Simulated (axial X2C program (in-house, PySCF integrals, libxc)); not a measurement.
**ScI⁺ along the bond: BHandHLYP, 2c**

All values were computed with an axial X2C code built on PySCF integrals. Two-component (2c) means X2C with spin–orbit coupling and atomic mean-field two-electron Coulomb and Gaunt terms. Basis: I dyall-cv3z [11s12p8d4f1g], Sc dyall-cv3z [10s11p7d5f2g] (cores contracted in-house); Gaussian nuclei, density fitting, unrestricted open shells. Masses: I 126.904 u, Sc 44.956 u.

State: Ω = 3/2 (⟨Sz⟩ = -0.50, ⟨Lz⟩ = 2.00 at BHandHLYP). Dipoles are positive if Sc is the positive end and refer to the centre of mass.

| R (Å) | μ (D) | HOMO (eV) | LUMO (eV) |
| --- | --- | --- | --- |
| 2.257 | 10.159 | -11.72 | -6.88 |
| 2.361 | 10.892 | -11.98 | -6.99 |
| 2.438 | 11.442 | -12.17 | -7.07 |
| 2.516 | 11.988 | -12.37 | -7.16 |
| 2.594 | 12.527 | -12.51 | -7.26 |
| 2.685 | 13.145 | -12.30 | -7.37 |
| 2.776 | 13.747 | -12.11 | -7.48 |
| 2.892 | 14.490 | -11.89 | -7.62 |
| 3.035 | 15.332 | -11.66 | -7.77 |

Task: The minimum lies at 2.610 Å. What is the dipole moment there?

Result: At BHandHLYP, 2c, with the sign and origin stated: μ = 12.63 D.

Density functionals use the spin component along the axis (collinear). The functionals have no current-density term, which raises determinants with orbital currents, atoms included. The state is one determinant with fixed occupations, lowest in a PBE0 search at one distance only: followed along the bond, the spin-free determinant M_S = 1/2, Λ = 0 reaches 0.01 eV lower at PBE0, at Re = 2.532 Å, so the state shown is not the lowest.
